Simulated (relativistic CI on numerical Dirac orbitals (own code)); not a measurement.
# How well does a small relativistic CI reproduce Rb VI?

Method of calculation: Dirac-Coulomb-Breit CI, KLI orbitals optimised for each configuration, model QED, valence Slater integrals scaled by 0.85, P86 correlation energy added to each configuration (own radial code, finite nucleus).

Configurations in the expansion (outside the closed core [Ar] 3d10): 4s2.4p2, 4s.4p3, 4s2.4p.4d, 4p4, 4s.4p2.4d, 4s2.4p.4f, 4s2.4p.5s, 4s.4p2.4f, 4s2.4p.5p, 4p3.4d, 4s2.4p.5d, 4s2.4p.6s, 4s.4p2.5s, 4s2.4d2, 4s.4d3, 4s.4d2.4f, 4p2.4d2, 4p.4d3, 4p.4d2.4f, 4p.4d2.5s, 4s2.4f2, 4s.4d.4f2, 4s.4f3. Double excitations out of closed p, d and f shells are left out; levels of such configurations are missing from the list, as are those of other unlisted configurations, and high levels can miss mixing partners. These lack a partner that the ground configuration has and come out too high: 4s.4p2.5s, 4s2.4p.5p, 4s2.4p.5d, 4s2.4p.6s.

| Configuration | Term (tabulated) | J | Measured (cm⁻¹) | Computed | Error | Purity (%) |
| --- | --- | --- | --- | --- | --- | --- |
| 4s2.4p2 | 3P | 0 | 0.0 | 0 | 0 | 93 |
| 4s2.4p2 | 3P | 1 | 5140.0 | 5081 | -59 | 98 |
| 4s2.4p2 | 3P | 2 | 9899.0 | 9750 | -149 | 86 |
| 4s2.4p2 | 1D | 2 | 23746.0 | 23389 | -357 | 86 |
| 4s2.4p2 | 1S | 0 | 45201.0 | 43182 | -2019 | 92 |
| 4s.4p3 | 3D° | 1 | 148531.0 | 151505 | 2974 | 87 |
| 4s.4p3 | 3D° | 2 | 148667.0 | 151635 | 2968 | 85 |
| 4s.4p3 | 3D° | 3 | 150434.0 | 153332 | 2898 | 91 |
| 4s.4p3 | 3P° | 0 | 168930.0 | 172220 | 3290 | 92 |
| 4s.4p3 | 3P° | 1 | 169477.0 | 172694 | 3217 | 87 |
| 4s.4p3 | 3P° | 2 | 170125.0 | 173199 | 3074 | 79 |
| 4s.4p3 | 1D° | 2 | 188065.0 | 190845 | 2780 | 64 |
| 4s.4p3 | 3S° | 1 | 208835.0 | 211798 | 2963 | 80 |
| 4s.4p3 | 1P° | 1 | 220609.0 | 224713 | 4104 | 73 |

Measured levels from Sansonetti, J. Phys. Chem. Ref. Data 35, 301 (2006); pairs were made by configuration, J and term (by order where the table uses no LS term), so strongly mixed levels may be paired wrongly.

Mean error by configuration (cm⁻¹): 4s2.4p2 -646; 4s.4p3 3141. Over the excited levels the mean absolute error is 2373 cm⁻¹ (13 of the 13 excited levels that our extract of the source holds in range could be paired), and the median relative error of those above 1,000 cm⁻¹ is 1.9 %.
